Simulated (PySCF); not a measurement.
## Relaxation of singlet ZrSF₂

These are results of PySCF, PBE0, basis Zr def2-SVP with ECP28, S def2-SVP, F def2-SVP (scalar-relativistic core potentials, no spin–orbit coupling, density fitting), not measurements. A (50,194) grid was used.

A start displaced from a saddle point along its imaginary mode, of Cs symmetry, held to at least that symmetry:

Coordinates in bohr (charge 0 multiplicity 1):
```
Zr    0.0000    0.2772   -0.4499
S     0.0000   -0.2180    3.7275
F     3.2460   -0.4724   -2.0720
F    -3.2460   -0.4724   -2.0720
```

At each step, columns x, y, z (Å) and Fx, Fy, Fz (eV/Å):

```
step 0  E − E(last) = 5.88 kJ/mol
Zr   0.000   0.147  -0.238   0.000  -0.584  -0.358
S    0.000  -0.115   1.973   0.000   0.070  -0.601
F    1.718  -0.250  -1.096  -1.020   0.257   0.480
F   -1.718  -0.250  -1.096   1.020   0.257   0.480
step 1  E − E(last) = 0.21 kJ/mol
Zr   0.000   0.119  -0.238   0.000   0.011  -0.161
S    0.000  -0.108   1.955   0.000  -0.038   0.094
F    1.683  -0.240  -1.088  -0.082   0.014   0.033
F   -1.683  -0.240  -1.088   0.082   0.014   0.033
step 2  E − E(last) = 0.12 kJ/mol
Zr   0.000   0.130  -0.240   0.000   0.033   0.008
S    0.000  -0.112   1.955   0.000  -0.027   0.009
F    1.677  -0.244  -1.087  -0.003  -0.003  -0.009
F   -1.677  -0.244  -1.087   0.003  -0.003  -0.009
step 3  E − E(last) = 0.08 kJ/mol
Zr   0.000   0.147  -0.241   0.000   0.025   0.064
S    0.000  -0.117   1.953   0.000  -0.018  -0.037
F    1.671  -0.250  -1.086   0.010  -0.004  -0.013
F   -1.671  -0.250  -1.086  -0.010  -0.004  -0.013
step 4  E − E(last) = 0.02 kJ/mol
Zr   0.000   0.183  -0.241   0.000  -0.006   0.060
S    0.000  -0.127   1.947   0.000  -0.001  -0.069
F    1.660  -0.262  -1.082  -0.010   0.003   0.005
F   -1.660  -0.262  -1.082   0.010   0.003   0.005
step 5  E − E(last) = 0.00 kJ/mol
Zr   0.000   0.207  -0.241   0.000  -0.018   0.014
S    0.000  -0.134   1.941   0.000   0.005  -0.041
F    1.652  -0.271  -1.079  -0.017   0.007   0.013
F   -1.652  -0.271  -1.079   0.017   0.007   0.013
step 6  E − E(last) = 0.00 kJ/mol
Zr   0.000   0.207  -0.241   0.000   0.004  -0.009
S    0.000  -0.134   1.939   0.000  -0.003   0.005
F    1.651  -0.271  -1.078   0.005  -0.001   0.002
F   -1.651  -0.271  -1.078  -0.005  -0.001   0.002
```

It ends at Cs with Zr–F 1.912 Å (×2), Zr–S 2.207 Å; F–Zr–F 119.3°, F–Zr–S 112.8° (×2) (after a last refinement on a finer grid). A frequency run shows a minimum.

The relaxation took roughly 28 core-seconds on a shared host.
